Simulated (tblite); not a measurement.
C3H7NO2Si.
Geometry (GFN2-xTB, Å), atoms numbered from 1 in this order:
```xyz
14
C3H7NO2Si angstrom
C     -2.577    0.103    0.408
C     -1.204   -0.404    0.741
O     -1.021   -1.327    1.503
Si     0.295    0.475   -0.099
N      1.608   -0.463    0.569
C      2.846   -0.125    0.175
O      3.038    0.780   -0.600
H     -2.717    0.062   -0.669
H     -2.645    1.146    0.708
H     -3.348   -0.478    0.909
H      0.373    1.866    0.334
H      0.224    0.316   -1.548
H      1.466   -1.223    1.218
H      3.662   -0.729    0.607
```

Method: GFN2-xTB as coded in tblite; computed harmonic values from a numerical Hessian at the method's own geometry, unscaled. The method is semi-empirical: single wavenumbers can be off by several per cent or more. Modes of hydrogen on silicon can be 10 to 20 % off. One conformer, not necessarily the lowest.

Harmonic wavenumbers (cm⁻¹): 48.9, 70.3, 77.0, 106.2, 137.9, 268.3, 272.3, 349.7, 421.3, 525.7, 558.7, 616.7, 620.2, 644.4, 737.9, 755.0, 825.0, 937.7, 951.3, 972.5, 1125.6, 1143.3, 1335.5, 1359.9, 1367.5, 1450.1, 1451.6, 1727.5, 1738.2, 2294.4, 2304.2, 2803.6, 3029.1, 3034.0, 3042.2, 3433.9.

A = 6033, B = 1134, C = 971.3 MHz; mass 117.025 u (most abundant isotopes); point group Cs, symmetry number 1.

**Question.** What is the zero-point energy?

**Answer.** Half the sum of the wavenumbers: 21269 cm⁻¹ = 60.81 kcal/mol.

**Question.** Entropy at 200 K, 1 bar (ideal gas, RRHO, classical rotation)?

**Answer.** Translation 38.23, rotation 27.08, vibration 19.18: S = 84.5 cal/(mol K).

**Question.** And Cp and H(200 K) − H(0)?

**Answer.** Cp = 26.41 cal/(mol K), of which vibrations give 18.46 (their classical limit is 36 R = 71.5); H(200 K) − H(0) = 3.59 kcal/mol without the zero-point energy, 2.00 from vibrations.

**Question.** Blend soft modes into free rotors: weight 1/[1 + (100 cm⁻¹/ν̃)⁴] for the oscillator and the rest for a rotor with moment μB/(μ + B), μ = h/(8π²ν), B = 10⁻⁴⁴ kg m². What vibrational entropy results?

**Answer.** 17.49 cal/(mol K) in place of 19.18, which changes −T·S at 200 K by +0.34 kcal/mol.

**Question.** How do the functions run with temperature in this model?

**Answer.** 
```json
{"T (K)": "150", "S (cal/(mol K))": "77.5", "Cp (cal/(mol K))": "22.4", "H − H(0) (kcal/mol)": "2.37", "G − H(0) (kcal/mol)": "-9.25", "ln q(vib)": "3.33"}
{"T (K)": "250", "S (cal/(mol K))": "90.8", "Cp (cal/(mol K))": "30.3", "H − H(0) (kcal/mol)": "5.01", "G − H(0) (kcal/mol)": "-17.69", "ln q(vib)": "5.85"}
{"T (K)": "298.15", "S (cal/(mol K))": "96.5", "Cp (cal/(mol K))": "33.9", "H − H(0) (kcal/mol)": "6.56", "G − H(0) (kcal/mol)": "-22.20", "ln q(vib)": "7.01"}
{"T (K)": "400", "S (cal/(mol K))": "107.4", "Cp (cal/(mol K))": "40.7", "H − H(0) (kcal/mol)": "10.37", "G − H(0) (kcal/mol)": "-32.59", "ln q(vib)": "9.37"}
{"T (K)": "600", "S (cal/(mol K))": "125.9", "Cp (cal/(mol K))": "50.6", "H − H(0) (kcal/mol)": "19.56", "G − H(0) (kcal/mol)": "-55.98", "ln q(vib)": "13.69"}
{"T (K)": "900", "S (cal/(mol K))": "148.4", "Cp (cal/(mol K))": "60.2", "H − H(0) (kcal/mol)": "36.31", "G − H(0) (kcal/mol)": "-97.26", "ln q(vib)": "19.50"}
```

q(vib) and H(0) count from the zero-point level.

**Question.** What must be added to the electronic energy to get the Gibbs energy at 200 K and 1 bar?

**Answer.** ZPE + [H(200 K) − H(0)] − T·S = 60.81 + 3.59 − 16.90 = 47.50 kcal/mol.

**Question.** Which modes carry the vibrational entropy at 200 K?

**Answer.** 48.9 cm⁻¹: 4.07; 70.3 cm⁻¹: 3.36; 77.0 cm⁻¹: 3.19; 106.2 cm⁻¹: 2.57; 137.9 cm⁻¹: 2.08; 268.3 cm⁻¹: 0.96 cal/(mol K); the other 30 give 2.94 together.

Hindered rotation and anharmonicity are outside this model. Other conformers, if any are populated, would add a mixing term that is left out.
